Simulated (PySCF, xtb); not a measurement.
B3H3O3, SMILES B1OBOBO1.

Harmonic wavenumbers (cm⁻¹) from GFN2-xTB (xtb) at its own minimum, in rising order: 224, 224, 433, 521, 521, 775, 796, 796, 802, 947, 947, 953, 1008, 1041, 1138, 1138, 1282, 1282, 2647, 2647, 2650.

Problem. What does ωB97X-D3(BJ)/def2-SVP run with PySCF give at its own minimum? (Estimate from the structure and the level; the computed values follow.)

Solution. 211, 211, 390, 539, 539, 820, 924, 924, 928, 1006, 1006, 1014, 1124, 1199, 1245, 1245, 1446, 1446, 2694, 2694, 2710. Paired by order, the mean absolute difference is 80 cm⁻¹ and the zero-point energies are 32.6 and 34.8 kcal/mol.
